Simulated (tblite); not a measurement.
Isomers of C9H11F. All values are computed: GFN2-xTB (tblite) harmonic vibrations without scaling, gas phase. The method is semi-empirical: single wavenumbers can be off by several per cent or more. One conformer each.

Electronic energies: GFN2-xTB at the same geometries; isomer energies are rough at this level and their order can be wrong.

```json
{"SMILES": "C[C@H](F)Cc1ccccc1", "electronic energy, lowest = 0 (kcal/mol)": "4.5"}
{"SMILES": "CC[C@H](F)c1ccccc1", "electronic energy, lowest = 0 (kcal/mol)": "6.5"}
{"SMILES": "CCc1ccc(F)cc1C", "electronic energy, lowest = 0 (kcal/mol)": "0.0"}
```

Problem. How do GFN2-xTB zero-point energies change the relative energies?

Solution. 
```json
{"SMILES": "CCc1ccc(F)cc1C", "ZPE (kcal/mol)": "108.5", "of it from modes above 1550 cm⁻¹": "52.4", "electronic (kcal/mol)": "0.0", "with ZPE, lowest = 0 (kcal/mol)": "0.0", "lowest mode (cm⁻¹)": "84", "rings": "1"}
{"SMILES": "C[C@H](F)Cc1ccccc1", "ZPE (kcal/mol)": "108.6", "of it from modes above 1550 cm⁻¹": "52.4", "electronic (kcal/mol)": "4.5", "with ZPE, lowest = 0 (kcal/mol)": "4.6", "lowest mode (cm⁻¹)": "41", "rings": "1"}
{"SMILES": "CC[C@H](F)c1ccccc1", "ZPE (kcal/mol)": "108.7", "of it from modes above 1550 cm⁻¹": "52.3", "electronic (kcal/mol)": "6.5", "with ZPE, lowest = 0 (kcal/mol)": "6.7", "lowest mode (cm⁻¹)": "42", "rings": "1"}
```

The zero-point energies span 0.2 kcal/mol, from `CCc1ccc(F)cc1C` to `CC[C@H](F)c1ccccc1`. The order is unchanged.

Problem. What do entropy and thermal enthalpy add at 298.15 K and 1 bar (rigid rotor, harmonic oscillator, one conformer each)?

Solution. 
| SMILES | point group | symmetry number | S (cal/(mol K)) | H − H(0) (kcal/mol) | ZPE + H − H(0) − TS (kcal/mol) |
| --- | --- | --- | --- | --- | --- |
| CCc1ccc(F)cc1C | C1 | 1 | 96.7 | 6.83 | 86.5 |
| C[C@H](F)Cc1ccccc1 | C1 | 1 | 97.4 | 6.61 | 86.2 |
| CC[C@H](F)c1ccccc1 | C1 | 1 | 96.6 | 6.61 | 86.5 |
